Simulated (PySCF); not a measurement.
PySCF job for CH5O, SMILES [OH2+]C, charge +1, B3LYP-D3(BJ)/def2-TZVP. Geometry optimised at B3LYP-D3(BJ)/def2-TZVP. The isomer is the one that the SMILES or the coordinates give; other isomers of the formula were not compared.

```python
import numpy as np
from pyscf import gto, scf, dft, df
from pyscf.hessian import thermo

mol = gto.M(
    atom='''
    C    -0.79683406   -0.01800754   -0.00000000
    O     0.71864553    0.08664370    0.00000000
    H    -1.10432982    0.50540524    0.89846570
    H    -1.10432983    0.50540525   -0.89846568
    H    -1.06306519   -1.07013768   -0.00000001
    H     1.15178248   -0.26288858    0.80224671
    H     1.15178247   -0.26288857   -0.80224673
    ''',
    basis='def2-TZVP',
    charge=1,
    spin=0,
    max_memory=1600,
    verbose=3,
)
mf = dft.RKS(mol, xc='b3lyp').density_fit(auxbasis='def2-universal-jkfit')
mf.disp = 'd3bj'
mf.grids.level = 3
mf.conv_tol = 1e-11
mf.max_cycle = 100
mf.kernel()

# analytic Hessian; the response equations are solved on a coarser grid
h, args, fine = mf.Hessian(), (mf.mo_energy, mf.mo_coeff, mf.mo_occ), mf.grids
h.max_memory = max(150, 2.5e-5 * df.make_auxmol(mol, mf.with_df.auxbasis).nao * mol.nelec[0] * (mol.nelec[0] + mol.nao))  # MB; small integral blocks
h1ao = h.make_h1(mf.mo_coeff, mf.mo_occ)
mf.grids = dft.Grids(mol).set(level=1).build(with_non0tab=True)
mo1, mo_e1 = h.solve_mo1(*args, h1ao)
mf.grids = fine
hess = h.hess_elec(*args, mo1, mo_e1, h1ao) + h.hess_nuc()
if mf.do_disp():
    hess += h.get_dispersion()
for i in range(mol.natm):  # the analytic DFT Hessian lacks the response of the grid: restore translational invariance
    hess[i, i] -= hess[i].sum(axis=0)
hess = (hess + hess.transpose(1, 0, 3, 2)) / 2
vib = thermo.harmonic_analysis(mol, hess, imaginary_freq=False)
thermo.dump_normal_mode(mol, vib)
th = thermo.thermo(mf, vib['freq_au'][vib['freq_au'] > 0], 298.15, 101325)
thermo.dump_thermo(mol, th)
g0 = mf.nuc_grad_method().set(verbose=0).kernel()

# dipole derivatives [dipole axis, atom, xyz] from the same response
r, irp = mol.intor('int1e_r'), mol.intor('int1e_irp').reshape(3, 3, mol.nao, mol.nao)
sl, dm0, ok = mol.aoslice_by_atom(), np.array(mf.make_rdm1()), []
dmu = np.einsum('a,xt->xat', mol.atom_charges(), np.eye(3))
for a, (_, _, p0, p1) in enumerate(sl):
    dmu[:, a] += 2 * np.einsum('xtij,ij->xt', irp[:, :, :, p0:p1], dm0.reshape(-1, mol.nao, mol.nao).sum(0)[:, p0:p1])
    for u, c, occ, f in [(mo1, mf.mo_coeff, mf.mo_occ, 4)]:
        dmu[:, a] -= f * np.einsum('tui,xuv,vi->xt', u[a], r, c[:, occ > 0], optimize=True)
L = vib['norm_mode']
ir = 974.8801 * (np.einsum('xat,kat->kx', dmu, L) ** 2).sum(1)       # km/mol
apt = np.einsum('xax->a', dmu) / 3
print('mode   freq/cm-1   IR/(km/mol)')
for k, w in enumerate(vib['freq_wavenumber']):
    print(f'{k + 1:4d} {w:11.2f} {ir[k]:13.3f}')
print('max |gradient| / (hartree/bohr):', abs(g0).max())
print('APT charges:', apt.round(4))
```

It prints:

```
converged SCF energy = -116.077838055748

WARN: DFTD3 does not support analytical Hessian, using finite difference


WARN: Mole.unit (angstrom) is changed to Bohr

Mode                                 0                   1                   2
Irrep
Freq [cm^-1]                      243.6572            681.7868            799.4324
Reduced mass [au]                   1.0233              1.2505              4.9455
Force const [Dyne/A]                0.0358              0.3425              1.8622
Char temp [K]                     350.5684            980.9394           1150.2052
Normal mode                   x     y     z       x     y     z       x     y     z
       0   C                 0.00  0.00 -0.00   -0.04 -0.01  0.00   -0.21 -0.01 -0.00
       1   O                 0.00  0.00  0.03    0.06  0.09 -0.00    0.15 -0.01  0.00
       2   H                -0.03  0.28 -0.18   -0.07 -0.06  0.01   -0.07  0.02  0.03
       3   H                 0.03 -0.28 -0.18   -0.07 -0.06 -0.01   -0.07  0.02 -0.03
       4   H                 0.00 -0.00  0.30    0.10 -0.05 -0.00   -0.12 -0.03  0.00
       5   H                 0.02 -0.53 -0.21   -0.27 -0.55 -0.08    0.21  0.10  0.00
       6   H                -0.02  0.53 -0.21   -0.27 -0.55  0.08    0.21  0.10 -0.00
Mode                                 3                   4                   5
Irrep
Freq [cm^-1]                      929.1787           1165.8812           1280.4734
Reduced mass [au]                   1.0295              1.2317              1.3161
Force const [Dyne/A]                0.5237              0.9864              1.2714
Char temp [K]                    1336.8813           1677.4434           1842.3161
Normal mode                   x     y     z       x     y     z       x     y     z
       0   C                -0.00 -0.00  0.02    0.01 -0.11  0.00    0.00  0.00  0.12
       1   O                 0.00 -0.00  0.03   -0.01  0.06 -0.00   -0.00 -0.00 -0.07
       2   H                -0.36 -0.00 -0.11    0.34  0.22 -0.08   -0.46  0.08 -0.07
       3   H                 0.36  0.00 -0.11    0.34  0.22  0.08    0.46 -0.08 -0.07
       4   H                 0.00 -0.00 -0.16   -0.67  0.05  0.00    0.00  0.00 -0.27
       5   H                 0.53  0.13 -0.19    0.00 -0.04 -0.04   -0.32 -0.05  0.07
       6   H                -0.53 -0.13 -0.19    0.00 -0.04  0.04    0.32  0.05  0.07
Mode                                 6                   7                   8
Irrep
Freq [cm^-1]                     1467.0614           1476.4126           1481.2184
Reduced mass [au]                   1.1093              1.0570              1.0412
Force const [Dyne/A]                1.4067              1.3574              1.3459
Char temp [K]                    2110.7748           2124.2290           2131.1436
Normal mode                   x     y     z       x     y     z       x     y     z
       0   C                -0.08  0.02  0.00   -0.03 -0.06 -0.00    0.00  0.00 -0.05
       1   O                -0.04  0.00 -0.00   -0.01 -0.01 -0.00    0.00  0.00 -0.02
       2   H                 0.54 -0.07  0.26    0.00  0.50 -0.30   -0.30 -0.37  0.08
       3   H                 0.54 -0.07 -0.26    0.00  0.50  0.30    0.30  0.37  0.08
       4   H                 0.40 -0.10 -0.00    0.48 -0.16  0.00   -0.00  0.00  0.70
       5   H                 0.01 -0.01 -0.04   -0.02  0.00  0.01   -0.06 -0.02  0.00
       6   H                 0.01 -0.01  0.04   -0.02  0.00 -0.01    0.06  0.02  0.00
Mode                                 9                  10                  11
Irrep
Freq [cm^-1]                     1673.4907           3093.6867           3215.3384
Reduced mass [au]                   1.0804              1.0241              1.1155
Force const [Dyne/A]                1.7828              5.7751              6.7950
Char temp [K]                    2407.7806           4451.1263           4626.1561
Normal mode                   x     y     z       x     y     z       x     y     z
       0   C                 0.01  0.01 -0.00   -0.04 -0.01 -0.00   -0.01  0.09 -0.00
       1   O                -0.06  0.02  0.00    0.00  0.00  0.00    0.00 -0.00  0.00
       2   H                -0.07  0.01 -0.02    0.15 -0.26 -0.45    0.12 -0.20 -0.36
       3   H                -0.07  0.01  0.02    0.15 -0.26  0.45    0.12 -0.20  0.36
       4   H                 0.03  0.01 -0.00    0.14  0.61 -0.00   -0.16 -0.71 -0.00
       5   H                 0.51 -0.23 -0.39   -0.00  0.00 -0.00    0.00  0.00 -0.01
       6   H                 0.50 -0.23  0.39   -0.00  0.00  0.00    0.00  0.00  0.01
Mode                                12                  13                  14
Irrep
Freq [cm^-1]                     3220.3828           3625.6962           3702.1358
Reduced mass [au]                   1.1147              1.0420              1.0902
Force const [Dyne/A]                6.8115              8.0709              8.8035
Char temp [K]                    4633.4139           5216.5695           5326.5492
Normal mode                   x     y     z       x     y     z       x     y     z
       0   C                -0.00  0.00  0.09    0.00 -0.00 -0.00    0.00 -0.00 -0.00
       1   O                -0.00 -0.00 -0.00    0.04 -0.03  0.00    0.00 -0.00 -0.07
       2   H                 0.18 -0.33 -0.55   -0.01  0.00  0.01   -0.00  0.00  0.01
       3   H                -0.18  0.33 -0.55   -0.01  0.00 -0.01    0.00 -0.00  0.01
       4   H                -0.00 -0.00  0.01   -0.01  0.01 -0.00   -0.00  0.00  0.00
       5   H                -0.00 -0.00  0.01   -0.30  0.23 -0.58    0.29 -0.24  0.56
       6   H                 0.00  0.00  0.01   -0.30  0.23  0.58   -0.29  0.24  0.56
temperature 298.1500 [K]
pressure 101325.00 [Pa]
Rotational constants [GHz] 104.59689 21.00818 20.15517
Symmetry number 1
Zero-point energy (ZPE) 0.06392 [Eh]   167811.146 [J/mol]
                           tot       elec      trans        rot        vib
Entropy [J/mol/K]       244.763      0.000    152.372     81.686     10.705
Cv [J/mol/K]             43.449      0.000     12.472     12.472     18.506
Cp [J/mol/K]             51.763      0.000     20.786     12.472     18.506
Internal energy [J/mol]                      3718.434   3718.434 169892.159
Internal energy [Eh]   -116.01030  -116.07784
Enthalpy [J/mol]                             6197.391   3718.434 169892.159
Enthalpy [Eh]          -116.00935
Gibbs free energy [J/mol]                  -39232.340 -20636.280 166700.385
Gibbs free energy [Eh] -116.03715
mode   freq/cm-1   IR/(km/mol)
   1      243.66        39.764
   2      681.79       312.756
   3      799.43        37.598
   4      929.18         7.958
   5     1165.88         5.377
   6     1280.47         1.733
   7     1467.06         3.750
   8     1476.41        19.434
   9     1481.22        19.282
  10     1673.49       113.814
  11     3093.69         0.356
  12     3215.34         3.189
  13     3220.38         5.169
  14     3625.70       197.343
  15     3702.14       322.823
max |gradient| / (hartree/bohr): 5.627681570153348e-05
APT charges: [ 0.4502 -0.4897  0.0881  0.0881  0.0651  0.3991  0.3991]
```

The run converged.

Cost: very roughly 28 core-seconds.
